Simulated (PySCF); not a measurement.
Record of a relaxation.

Compound: C2H2BrCl.
SMILES with atom numbers: `[Cl:1]/[CH:2]=[CH:3]/[Br:4]` (hydrogens: H5 on C2; H6 on C3)

Computed by this run: PBE0-D3(BJ)/def2-SVP geometry optimisation, gas phase (PySCF 2.14.0); density fitting, grid level 1; the optimiser is geomeTRIC in internal coordinates, started from a GFN2-xTB structure with every atom displaced at random (about 0.01 Å). The frame can shift and turn from step to step; on so coarse a grid that alone can change the energy by a few meV, and forces under 0.02 eV/Å are noise.

Step 0: E = -84646.0667 eV, largest atomic force 2.065 eV/Å
```
atom  x, y, z in Å  |  force x, y, z in eV/Å
Cl1    -2.125    0.272    0.003   -1.123   0.427   0.005
C2     -0.572   -0.373    0.001   -0.081  -0.629  -0.037
C3      0.492    0.395   -0.019    2.064   0.059   0.043
Br4     2.269   -0.350   -0.009   -0.869   0.322  -0.020
H5     -0.533   -1.454    0.006    0.110  -0.405   0.022
H6      0.493    1.479   -0.026   -0.101   0.227  -0.013
```

Step 1: E = -84646.0670 eV, largest atomic force 0.618 eV/Å
```
atom  x, y, z in Å  |  force x, y, z in eV/Å
Cl1    -2.115    0.273    0.435    0.314  -0.114   0.165
C2     -0.542   -0.382    0.126   -0.221   0.133   0.132
C3      0.541    0.387    0.006   -0.375   0.062  -0.487
Br4     2.111   -0.320   -0.711    0.333  -0.056   0.217
H5     -0.512   -1.468    0.012   -0.072   0.017  -0.104
H6      0.521    1.475    0.106    0.021  -0.043   0.077
```

Step 2: E = -84646.0961 eV, largest atomic force 0.486 eV/Å
```
atom  x, y, z in Å  |  force x, y, z in eV/Å
Cl1    -2.094    0.303    0.472    0.160  -0.086   0.120
C2     -0.556   -0.392    0.113    0.103  -0.061   0.043
C3      0.536    0.360   -0.025   -0.174   0.279  -0.358
Br4     2.170   -0.273   -0.684   -0.049  -0.144   0.234
H5     -0.555   -1.479    0.003   -0.054   0.007  -0.092
H6      0.503    1.445    0.095    0.015   0.005   0.053
```

Step 3: E = -84646.1285 eV, largest atomic force 0.212 eV/Å
```
atom  x, y, z in Å  |  force x, y, z in eV/Å
Cl1    -2.080    0.276    0.528   -0.032  -0.022   0.043
C2     -0.553   -0.384    0.089   -0.024   0.071   0.148
C3      0.520    0.390   -0.060   -0.022  -0.060  -0.202
Br4     2.155   -0.321   -0.627    0.074   0.016   0.073
H5     -0.540   -1.470   -0.031   -0.005   0.020  -0.076
H6      0.503    1.474    0.075    0.007  -0.025   0.015
```

Step 4: E = -84646.1311 eV, largest atomic force 0.166 eV/Å
```
atom  x, y, z in Å  |  force x, y, z in eV/Å
Cl1    -2.093    0.246    0.566    0.093   0.092  -0.017
C2     -0.557   -0.368    0.091   -0.029  -0.163  -0.010
C3      0.519    0.396   -0.084   -0.112   0.067   0.019
Br4     2.162   -0.336   -0.597    0.017   0.018  -0.005
H5     -0.541   -1.450   -0.055    0.015  -0.021   0.001
H6      0.514    1.479    0.053    0.015   0.007   0.012
```

Step 5: E = -84646.1333 eV, largest atomic force 0.085 eV/Å
```
atom  x, y, z in Å  |  force x, y, z in eV/Å
Cl1    -2.067    0.277    0.572   -0.065  -0.028   0.005
C2     -0.555   -0.386    0.091   -0.010   0.073  -0.042
C3      0.512    0.389   -0.089    0.055  -0.048   0.018
Br4     2.171   -0.317   -0.590    0.018  -0.002  -0.030
H5     -0.552   -1.468   -0.062    0.005   0.001   0.037
H6      0.496    1.471    0.052   -0.003   0.004   0.012
```

Step 6: E = -84646.1343 eV, largest atomic force under 0.02 eV/Å
```
atom  x, y, z in Å  |  force x, y, z in eV/Å
Cl1    -2.077    0.271    0.562    0.000  -0.002   0.001
C2     -0.557   -0.382    0.089    0.010   0.001   0.011
C3      0.516    0.389   -0.084   -0.005   0.002  -0.012
Br4     2.169   -0.319   -0.602   -0.004  -0.001   0.005
H5     -0.548   -1.465   -0.051   -0.002   0.002  -0.006
H6      0.502    1.471    0.059    0.001  -0.002   0.001
```

Step 7: E = -84646.1343 eV, largest atomic force under 0.02 eV/Å
```
atom  x, y, z in Å  |  force x, y, z in eV/Å
Cl1    -2.077    0.270    0.564    0.001   0.001   0.001
C2     -0.557   -0.381    0.090    0.000  -0.001  -0.001
C3      0.515    0.389   -0.085   -0.002  -0.001   0.002
Br4     2.168   -0.320   -0.601    0.001   0.001  -0.002
H5     -0.548   -1.464   -0.052    0.000   0.000   0.000
H6      0.502    1.471    0.058    0.000   0.000   0.000
```

Problem. Summarise the path.

Solution. The energy falls by 0.0676 eV from step 0 to step 7; nine tenths of that is first reached at step 3. It falls at every step. The largest force goes from 2.065 to under 0.02 eV/Å. Among the bonds C3–Br4 changes most, from 1.928 to 1.871 Å; the atoms move by 0.023 Å rms after alignment.

The cost below is that of the whole optimisation. Hardware: one thread of an Arm Neoverse V1, no GPU, shared host with 32 logical CPUs at a one-minute load of 19. Cost: 21 s of wall time, 0.35 GiB resident at most.
